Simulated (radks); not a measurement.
O, 8 electrons, occupied as 2s2 2p4 3p2 (not the ground configuration).

All-electron calculation, Dirac Kohn-Sham, LDA (Slater exchange, Perdew-Wang correlation), spin-unpolarised, spherical densities, finite nucleus; open shells fill j = l - 1/2 first; Fermi nuclear charge, rms radius 2.6991 fm. Program: a radial shooting solver on a logarithmic mesh with Libxc functionals.

Energy parts (hartree):
| part | energy |
|---|---|
| total | -31.63796 |
| kinetic | 31.39860 |
| electron-nucleus | -81.43638 |
| Hartree | 23.03750 |
| exchange-correlation | -4.63767 |

Orbitals (lengths in bohr, moments of r in powers of bohr; r(90%) holds 90 % of the orbital's charge):
| orbital | occ. | eigenvalue (hartree) | <r^4> | r(90%) | small-component weight |
|---|---|---|---|---|---|
| 2s1/2 | 2 | -1.93949 | 1.974 | 1.46 | 1.33e-04 |
| 2p1/2 | 2 | -1.49703 | 1.669 | 1.39 | 1.37e-04 |
| 2p3/2 | 2 | -1.49318 | 1.679 | 1.39 | 1.37e-04 |
| 3p1/2 | 2 | -0.09635 | 798.6 | 6.60 | 1.09e-05 |
| 3p3/2 | 0 | -0.09617 | 801.6 | 6.60 | 1.09e-05 |

The highest occupied level is 3p1/2 at -2.622 eV. Summed over all electrons, <r^2> = 47.86 bohr^2, which gives a Langevin (diamagnetic) susceptibility term of -37.9 x 10^-6 cm^3/mol.
